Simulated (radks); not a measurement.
Q: The table gives one normalised radial function P(r) = r R(r) (large component) of Sm16+ in [Kr] 4d10 (r in bohr). Method: Dirac Kohn-Sham, PBE, spin-unpolarised, spherical densities, finite nucleus; Fermi nuclear charge, rms radius 5.0819 fm; computed with a radial shooting solver on a logarithmic mesh with Libxc functionals.

r,P
0.001037,0.0000
0.001511,0.0000
0.002183,0.0001
0.003179,0.0002
0.00463,0.0005
0.00669,0.0013
0.009744,0.0038
0.01408,0.0103
0.0205,0.0277
0.02986,0.0703
0.04315,0.1618
0.06284,0.3384
0.09153,0.5986
0.1322,0.8158
0.1926,0.7016
0.2783,0.0079
0.4053,-0.9977
0.5903,-1.4226
0.8529,-0.9440
1.242,-0.2850
1.795,-0.0320

Which n and l does it have? It may be an empty orbital.

A: n = 4, l = 2: the number of nodes gives n - l - 1 = 1, the rise at small r points to l (this Dirac orbital starts outside the nucleus as r^gamma with gamma = sqrt((l + 1)^2 - (Z/c)^2) = 2.97; the j = 5/2 orbital of l + 1 starts with the same power, but with a smaller coefficient, and then steepens), and the extent must fit the shell. The curve is that of 4d5/2; the two j differ most near the nucleus, where j = l - 1/2 has the larger amplitude, and in heavy atoms j = l - 1/2 is also the more compact. 4d5/2: eigenvalue -456.74 eV, 1 radial node at r = 0.279 bohr, <r> = 0.624 bohr, 90 % of the charge inside 0.922 bohr.
